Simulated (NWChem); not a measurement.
System: BeNH2Br; SMILES [NH2][Be][Br]

Output (shortened):

```
             Northwest Computational Chemistry Package (NWChem) 7.3.0
             --------------------------------------------------------

 C2V symmetry detected

                             Geometry "geometry" -> ""
                             -------------------------

 Output coordinates in angstroms (scale by  1.889725989 to convert to a.u.)

  No.       Tag          Charge          X              Y              Z
 ---- ---------------- ---------- -------------- -------------- --------------
    1 Be                   4.0000     0.00000000     0.00000000    -1.12870783
    2 Br                  35.0000     0.00000000     0.00000000     0.83684320
    3 N                    7.0000     0.00000000     0.00000000    -2.62187519
    4 H                    1.0000     0.00000000    -0.82628000    -3.21077714
    5 H                    1.0000     0.00000000     0.82628000    -3.21077714

 Effective nuclear repulsion energy (a.u.)     103.5775695791

      Symmetry information
      --------------------

 Group name             C2v
 Group number             16
 Group order               4
 No. of unique centers     4

                                 NWChem DFT Module
                                 -----------------

 Summary of "ao basis" -> "ao basis" (spherical)
 ------------------------------------------------------------------------------
       Tag                 Description            Shells   Functions and Types
 ---------------- ------------------------------  ------  ---------------------
 Be                         def2-svp                 5        9   3s2p
 Br                         def2-svp                12       32   5s4p3d
 N                          def2-svp                 6       14   3s2p1d
 H                          def2-svp                 3        5   2s1p

      Symmetry analysis of basis
      --------------------------

        a1         31
        a2          5
        b1         13
        b2         16

            General Information
            -------------------
          SCF calculation type: DFT
          Wavefunction type:  closed shell.
          No. of atoms     :     5
          No. of electrons :    48
           Alpha electrons :    24
            Beta electrons :    24
          Charge           :     0
          Spin multiplicity:     1
          Use of symmetry is: on ; symmetry adaption is: on
          Maximum number of iterations: 150
          AO basis - number of functions:    65
                     number of shells:    29
          Convergence on energy requested:  1.00D-06
          Convergence on density requested:  1.00D-05
          Convergence on gradient requested:  5.00D-04

              XC Information
              --------------
                     Hartree-Fock (Exact) Exchange  1.000
                   CAM-Becke88 Exchange Functional  1.000
                      VWN V Correlation Functional  0.190 local
              Lee-Yang-Parr Correlation Functional  0.810

           Range-Separation Parameters
           ---------------------------
           Alpha           :  0.19
           Beta            :  0.46
           Gamma           :  0.33
           Short-Range HF  :     F

             Grid Information
             ----------------
          Grid used for XC integration:  medium
          Radial quadrature: Mura-Knowles
          Angular quadrature: Lebedev.
          Tag              B.-S. Rad. Rad. Pts. Rad. Cut. Ang. Pts.
          ---              ---------- --------- --------- ---------
          Be                  1.05       49           8.0       434
          Br                  1.15      112          11.0       590
          N                   0.65       49          10.0       434
          H                   0.35       45          11.0       434
          Grid pruning is: on
          Number of quadrature shells:   255
          Spatial weights used:  Erf1

      Superposition of Atomic Density Guess
      -------------------------------------

 Sum of atomic energies:       -2641.88227500

      Non-variational initial energy
      ------------------------------

 Total energy =   -2642.792974
 1-e energy   =   -3880.786421
 2-e energy   =    1134.415877
 HOMO         =      -0.367945
 LUMO         =      -0.010159

      Symmetry analysis of molecular orbitals - initial
      -------------------------------------------------

  Numbering of irreducible representations:

     1 a1          2 a2          3 b1          4 b2

  Orbital symmetries:

     1 a1          2 a1          3 a1          4 b2          5 b1
     6 a1          7 a1          8 a1          9 b2         10 b1
    11 a1         12 a1         13 b2         14 b1         15 a1
    16 a2         17 a1         18 a1         19 b2         20 a1
    21 a1         22 b1         23 b2         24 b1         25 a1
    26 b2         27 b1         28 a1         29 b2         30 a1
    31 a1         32 b1         33 b2         34 a1

   convergence    iter        energy       DeltaE   RMS-Dens  Diis-err
 ---------------- ----- ----------------- --------- --------- ---------
 d= 0,ls=0.0,diis     1  -2644.6251277982 -2.75D+03  1.16D-02  4.80D-01
 d= 0,ls=0.0,diis     2  -2644.6441193593 -1.90D-02  5.06D-03  3.56D-01
 d= 0,ls=0.0,diis     3  -2644.6787399319 -3.46D-02  1.25D-03  1.39D-02
 d= 0,ls=0.0,diis     4  -2644.6803917333 -1.65D-03  3.36D-04  1.29D-03
 d= 0,ls=0.0,diis     5  -2644.6805077961 -1.16D-04  1.34D-04  3.74D-05
  Resetting Diis
 d= 0,ls=0.0,diis     6  -2644.6805147245 -6.93D-06  3.25D-05  2.74D-06
 d= 0,ls=0.0,diis     7  -2644.6805152733 -5.49D-07  6.08D-06  1.01D-07

         Total DFT energy =    -2644.680515273270
      One electron energy =    -3883.932101348338
           Coulomb energy =     1237.685019959857
    Exchange-Corr. energy =     -102.011003463910
 Nuclear repulsion energy =      103.577569579121

 Numeric. integr. density =       47.999997262073

[...]
```

Level: CAM-B3LYP/def2-SVP, vertical spin-unrestricted ions. Structure relaxed at the PBE0/def2-SVP level.

**Question.** Which NWChem input produces such a log?

**Answer.** This is not unique; one that fits is the input that was run:
```
start job
memory heap 200 mb stack 900 mb global 1100 mb
geometry units angstroms noautoz
  Be     0.000417     1.133866     0.000000
  Br     0.000974    -0.831685     0.000000
  N     -0.000672     2.627033     0.000000
  H     -0.002661     3.215934    -0.826280
  H     -0.002661     3.215934     0.826280
end
basis spherical
  * library def2-svp
end
dft
  xc xcamb88 1.00 lyp 0.81 vwn_5 0.19 hfexch 1.00
  cam 0.33 cam_alpha 0.19 cam_beta 0.46
  iterations 150
  vectors input atomic output neutral.movecs
end
task dft energy
charge 1
dft
  odft
  mult 2
  vectors input atomic output cation.movecs
end
task dft energy
```
